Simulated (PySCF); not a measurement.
**`S=C1C[Se]C[C@H](S)C1`, C₅H₈S₂Se**

Molfile (atoms numbered from 1):
```
C5H8S2Se
     RDKit          3D

 16 16  0  0  0  0  0  0  0  0999 V2000
    1.5809   -1.6394   -2.0290 S   0  0  0  0  0  0  0  0  0  0  0  0
    1.1704   -0.8348   -0.6753 C   0  0  0  0  0  0  0  0  0  0  0  0
    2.0352    0.2107   -0.0988 C   0  0  0  0  0  0  0  0  0  0  0  0
    1.1546    1.9582   -0.4864 Se  0  0  0  0  0  2  0  0  0  0  0  0
   -0.5486    1.4221    0.3381 C   0  0  0  0  0  0  0  0  0  0  0  0
   -1.0734    0.1442   -0.2785 C   0  0  2  0  0  0  0  0  0  0  0  0
   -2.7409   -0.1747    0.4488 S   0  0  0  0  0  0  0  0  0  0  0  0
   -0.1514   -1.0533   -0.0106 C   0  0  0  0  0  0  0  0  0  0  0  0
    2.1248    0.1430    0.9879 H   0  0  0  0  0  0  0  0  0  0  0  0
    3.0166    0.2445   -0.5706 H   0  0  0  0  0  0  0  0  0  0  0  0
   -1.2428    2.2476    0.1711 H   0  0  0  0  0  0  0  0  0  0  0  0
   -0.3895    1.3030    1.4127 H   0  0  0  0  0  0  0  0  0  0  0  0
   -1.2167    0.2713   -1.3550 H   0  0  0  0  0  0  0  0  0  0  0  0
   -3.0912   -1.1122   -0.4270 H   0  0  0  0  0  0  0  0  0  0  0  0
   -0.6109   -1.9609   -0.4057 H   0  0  0  0  0  0  0  0  0  0  0  0
   -0.0246   -1.1603    1.0708 H   0  0  0  0  0  0  0  0  0  0  0  0
  1  2  2  0
  2  3  1  0
  3  4  1  0
  4  5  1  0
  5  6  1  0
  6  7  1  0
  6  8  1  0
  8  2  1  0
  3  9  1  0
  3 10  1  0
  5 11  1  0
  5 12  1  0
  6 13  1  6
  7 14  1  0
  8 15  1  0
  8 16  1  0
M  END
```

Method used: GIAO BHandHLYP/pcSseg-1 magnetisability, rotational g tensor and spin-rotation constants, non-relativistic, gas phase (PySCF 2.14.0). Geometry: GFN2-xTB.

The calculation is non-relativistic, which matters for the atoms heavier than Zn.

What are the magnetisability and the molar susceptibility?

Isotropic -1715 × 10⁻³⁰ J/T², or -103.3 × 10⁻⁶ cm³/mol; principal values -1866, -1815, -1465 × 10⁻³⁰ J/T², anisotropy 378 × 10⁻³⁰ J/T² (root of half the summed squared differences of the principal values). The susceptibility is in cgs units.

Split it along the inertial axes a, b, c into diamagnetic and paramagnetic parts about the centre of mass, with the quadrupole moment.


```tsv
axis	χ (10⁻⁶ cm³/mol)	diamagnetic (10⁻⁶ cm³/mol)	paramagnetic (10⁻⁶ cm³/mol)	summed x² of all electrons (Å²)	quadrupole Θ (D Å)
a	-108.7	-1145.1	1036.3	313.3	-1.59
b	-100.0	-1502.1	1402.1	229.2	-4.35
c	-101.2	-2301.6	2200.5	40.7	+5.95
```
Anisotropies 2χaa − χbb − χcc = -16.3 and 2χbb − χaa − χcc = +9.9 × 10⁻⁶ cm³/mol. Θ is traceless in Buckingham's convention.

And the rotational g tensor?


```tsv
axis	rotational constant (GHz)	g	nuclear part	electronic part
a	1.0760	-0.0152	0.5087	-0.5239
b	0.8166	-0.0142	0.5237	-0.5379
c	0.5000	-0.0099	0.5070	-0.5169
```
Asymmetric top; isotopes 12C, 1H, 32S, 80Se; no vibrational averaging.
